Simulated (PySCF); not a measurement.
**Pb²⁺ (lead, charge +2) across methods**

[Xe] 4f14 5d9 6s2 6p1, one real determinant (an excited configuration). All numbers are calculated (PySCF 2.14, a scalar-relativistic core potential, in cc-pVTZ-PP with ECP60MDF (5s4p3d1f, 39 functions)). The B2PLYP total includes its PT2 part (frozen core); its orbital energies are those of the SCF part.

```csv
method,E (hartree),mean ε 6s α (eV),mean ε 6s β (eV),mean ε 6p α (eV),Σ⟨r²⟩ (bohr²),⟨S²⟩
B2PLYP,-190.9814,-32.735,-30.980,-21.668,43.17,2.002
PBE0,-191.2883,-31.656,-30.227,-20.773,42.96,2.002
r2SCAN,-191.3663,-30.685,-29.372,-19.981,42.87,2.002
MN15,-190.9290,-32.967,-31.597,-21.438,42.93,2.002
TPSS,-191.2399,-30.308,-29.119,-19.699,42.98,2.001
UHF,-190.34053,-34.619,-31.873,-23.408,43.37,2.006
LDA,-191.0083,-30.683,-29.764,-19.783,43.02,2.000
PBE,-191.3204,-30.323,-29.274,-19.665,42.99,2.001
B3LYP,-191.3566,-31.393,-30.231,-20.511,43.06,2.001
```

⟨L²⟩ = 8.01 against 12 for a pure F term, so this real determinant mixes terms. Energies and moments cover only the electrons outside the core potential. Spin-orbit coupling, absent here, splits the open shell strongly.
